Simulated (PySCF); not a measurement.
C₆H₁₂BN.
Numbering: `[CH3:1][C:2]#[N+:3][BH2-:4][CH:5]1[CH2:6][CH2:7][CH2:8]1` (hydrogens: H9, H10, H11 on C1; H12, H13 on B4; H14 on C5; H15, H16 on C6; H17, H18 on C7; H19, H20 on C8)

Structure used (PBE0-D3(BJ)/def2-SVP), in Å, numbered top down from 1:
```xyz
20
C6H12BN angstrom
C      3.9075    0.0181   -0.4789
C      2.5308   -0.3949   -0.6434
N      1.4365   -0.7242   -0.7795
B     -0.0471   -1.1194   -0.9206
C     -0.8767   -0.3695    0.2451
C     -1.0297    1.1735    0.2421
C     -2.4994    1.0010    0.6677
C     -2.4212   -0.4602    0.1893
H      4.5684   -0.6320   -1.0701
H      4.1953   -0.0486    0.5804
H      4.0308    1.0571   -0.8177
H     -0.3578   -0.7438   -2.0497
H     -0.0563   -2.3449   -0.8368
H     -0.5395   -0.6934    1.2474
H     -0.3726    1.7672    0.8996
H     -0.9504    1.5796   -0.7804
H     -2.6130    1.0627    1.7620
H     -3.2537    1.6595    0.2071
H     -2.9145   -1.2325    0.8004
H     -2.7758   -0.5676   -0.8488
```

The closed-shell ground state was solved at several levels (PySCF, density fitting, gas phase, non-relativistic).

| level | basis functions | HOMO (eV) | LUMO (eV) | gap (eV) | dipole (D) |
| --- | --- | --- | --- | --- | --- |
| PBE0/pcSseg-1 | 196 | -6.83 | -0.48 | 6.35 | 7.35 |
| PBE0/def2-SVPD | 256 | -6.83 | -0.53 | 6.30 | 7.30 |

**Question.** Estimate the row for mPW1PW91/pcSseg-1, a basis of 196 functions; the other rows only guide the guess.

**Answer.** HOMO -6.86 eV, LUMO -0.50 eV, gap 6.36 eV, dipole 7.36 D.

**Question.** How far do the dipole and the HOMO energy spread over the levels?

**Answer.** The dipole runs from 7.30 to 7.36 D (mean 7.34 D) and the HOMO from -6.86 to -6.83 eV.

One conformer stands for the species.
